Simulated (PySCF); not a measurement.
The PySCF input:
```python
from pyscf import gto, scf, dft

mol = gto.Mole()
mol.atom = '''
    C    -1.185976   -0.144413   -0.713737
    C    -0.012713   -0.003753    0.242234
    C     1.255795    0.165764   -0.577458
    O    -0.075849   -0.023178    1.413201
    H    -1.302585   -1.216449   -0.902094
    H    -1.036215    0.370900   -1.659441
    H    -2.069112    0.238182   -0.193805
    H     2.088288   -0.171099    0.047009
    H     1.229215   -0.377623   -1.519424
    H     1.354563    1.235928   -0.784094
'''
mol.basis = 'cc-pvtz'
mol.charge = 1
mol.spin = 1
mol.verbose = 4
mol.build()

mf = dft.UKS(mol)
mf.xc = 'm062x'
mf = mf.density_fit(auxbasis='def2-universal-jkfit')
mf.kernel()
mf.analyze()
```

Task: What does this run give for the <S^2>, number of basis functions, HOMO energy, total energy, nuclear repulsion energy?

Result: 
```
Quantity                           Result
-------------------------  --------------
<S^2>                               0.759
number of basis functions             204
HOMO energy                     -17.29 eV
total energy               -192.772395 Ha
nuclear repulsion energy      120.6038 Eh
```

These values belong to the state on which the SCF converged, which isn't shown to be the lowest.

Task: Roughly what does it cost on one core?

Result: very roughly 40 core-seconds.
